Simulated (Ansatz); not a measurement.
Isolated molecules relaxed with PBE0-D4/def2-TZVP in Ansatz; ΔE leaves out vibrations. CCSD(T)/CBS adds triple-zeta CCSD(T) − MP2 to the extrapolated MP2 energy (def2 sets, frozen cores). DFT in def2-TZVPP. For Br, Mg outer-core shells are correlated without core-valence functions, which leaves a few kJ/mol of doubt a bond. Scalar relativity is left out up to krypton. One conformer a species, not always the lowest.

Consider the formal exchange of groups at a Mg–C bond: `C[CH](C)[Mg][NH2]` + `C=CBr` → `[NH2][Mg][Br]` + `C=CC(C)C`.

| level | ΔE (kJ/mol) | difference from CCSD(T)/CBS |
| --- | --- | --- |
| PBE-D4 | -260.5 | 20.9 |
| r2SCAN-D4 | -285.5 | -4.1 |
| PBE | -258.1 | 23.3 |
| PBE0 | -278.4 | 3.0 |
| MP2/def2-TZVPP | -282.2 | -0.8 |
| CCSD(T)/def2-TZVPP | -278.6 | 2.8 |
| SCS-MP2/def2-QZVPP | -283.0 | -1.6 |
| HF/CBS(def2) | -320.8 | -39.4 |
| MP2/CBS(def2) | -285.1 | -3.7 |
| CCSD/CBS(def2) | -287.5 | -6.1 |
| CCSD(T)/CBS | -281.4 | 0 |

Largest T1 diagnostic among the species: 0.009.

The D4 term adds −3.3 kJ/mol with B3LYP and −2.1 kJ/mol with PBE0; it sums over pairs of atoms, weighted by their polarisabilities, and B3LYP, whose exchange is more repulsive, gets the larger term. From PBE to PBE0 (25 % exact exchange), in def2-TZVPP and without D4, ΔE moves by −20.2 kJ/mol. In def2-TZVPP, CCSD(T) changes the Hartree–Fock value by +41.5 kJ/mol (the triples alone add +6.1 kJ/mol) and MP2 by +37.9 kJ/mol.

B3LYP here is the variant with VWN-RPA as its local correlation; programs differ in this.
